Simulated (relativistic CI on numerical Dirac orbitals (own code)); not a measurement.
**Fe7+ (3d) in a crystal field**

Calculated by Dirac-Coulomb-Breit CI, separate exchange-only KLI orbitals for each configuration, a model potential for QED, valence Slater integrals scaled by 0.85, one configuration in a parametric crystal field (own radial code).

Field parameters in Wybourne normalisation: D4h B²₀ = −7Ds, B⁴₀ = 21(Dq − Dt), B⁴₄ = 21√(5/14) Dq. The field is a parameter set, without covalency.

S is read from ⟨S²⟩ = S(S + 1).

Levels (cm⁻¹, degeneracy): 0 (2), 696 (2), 5919 (2), 18860 (2), 28620 (2).

(1) Which field gives this pattern?
A. D4h, 10Dq = 22700, Ds = -1090, Dt = 210 cm⁻¹
B. D4h, 10Dq = 22700, Ds = 140, Dt = 210 cm⁻¹
C. D4h, 10Dq = 22700, Ds = -1500, Dt = 210 cm⁻¹
D. D4h, 10Dq = 22700, Ds = 2180, Dt = 210 cm⁻¹

## Answers

(1) D. D4h, 10Dq = 22700, Ds = 2180, Dt = 210 cm⁻¹, ground level with S = 0.50.
